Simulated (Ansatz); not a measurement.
Stepwise reaction of `[NH2][In]([NH2])[SH]` with water, as a gas-phase model of exchange steps in deposition or etching. ΔE in kJ/mol; ΔG adds harmonic PBE0-D4 terms to CCSD(T)/CBS, at 1 bar.

Gas-phase electronic energies from Ansatz, PBE0-D4/def2-TZVP geometries. CCSD(T)/CBS is the MP2 limit (def2-TZVPP, def2-QZVPP) plus CCSD(T) − MP2 in def2-TZVPP, frozen cores. This one scheme is used for every species. Functionals use def2-TZVPP. B3LYP here is the variant with VWN-RPA as its local correlation; programs differ in this. Elements past krypton have def2 core potentials. For In outer-core shells are correlated without core-valence functions, which leaves a few kJ/mol of doubt a bond. One conformer a species, not always the lowest.

```csv
step,reaction,PBE-D4,B3LYP-D4,ωB97M-V,CCSD(T)/CBS,ΔG(500 K)
1,`[NH2][In]([NH2])[SH]` + H₂O → `[NH2][In]([OH])[SH]` + NH₃,-25.3,-25.2,-22.6,-19.8,-16.4
2,`[NH2][In]([OH])[SH]` + H₂O → `[OH][In]([OH])[SH]` + NH₃,-21.9,-22.1,-20.4,-17.1,-13.8
```

Question: By hand: ΔE of the 2 steps together at CCSD(T)/CBS.

Answer: (-19.8) + (-17.1) = -36.9 kJ/mol, or -18.5 kJ/mol a step.

In ΔE the steps differ by no more than 2.7 kJ/mol. All are downhill at CCSD(T)/CBS. ΔG lies between -16.4 and -13.8 kJ/mol a step. PBE-D4 differs from CCSD(T)/CBS by -5.5 to -4.8 kJ/mol a step. Isolated molecules leave out the surface, adducts and barriers. Largest T1 diagnostic: 0.016.
